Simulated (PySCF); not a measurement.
Exercise with solution: chemical shift, span and skew from a shielding tensor

Ga(H)(SeH)2 (GaH3Se2), SMILES [SeH][GaH][SeH]. Atoms are numbered in the order given.

```xyz
6

Ga     0.0000     0.0000    -0.7982
H      0.0000     0.0000    -2.3601
Se     0.0000    -2.0408     0.3492
H      0.0000    -1.4061     1.6815
Se     0.0000     2.0408     0.3492
H      0.0000     1.4061     1.6815
```

Geometry optimised at B3LYP-D3(BJ)/def2-SVP. The structure was generated by enumeration; whether it is a known compound was not checked. Other conformers were not sampled.

GIAO shieldings from PBE/pcSseg-1 (PySCF), non-relativistic, no solvent. The symmetric part of the tensor of Se3 has the principal values 1414.6, 1764.9, 2055.4 ppm. The same nucleus in Me2Se has σ = 1634.8 ppm at this level (PySCF, at its B3LYP-D3(BJ)/def2-TZVP geometry).

**Question.** Work out the isotropic shielding, the ⁷⁷Se shift against Me2Se, the span and the skew.

**Answer.** 
σ(iso) = (σ11 + σ22 + σ33)/3 = 1745.0 ppm. δ = σ(ref) − σ(iso) = 1634.8 − (1745.0) = -110.2 ppm.
Span Ω = σ33 − σ11 = 640.8 ppm. Skew κ = 3(σ(iso) − σ22)/Ω = -0.09. Tumbling in solution averages the tensor to δ; in a static solid the shielding alone would spread this spin-1/2 line over Ω.
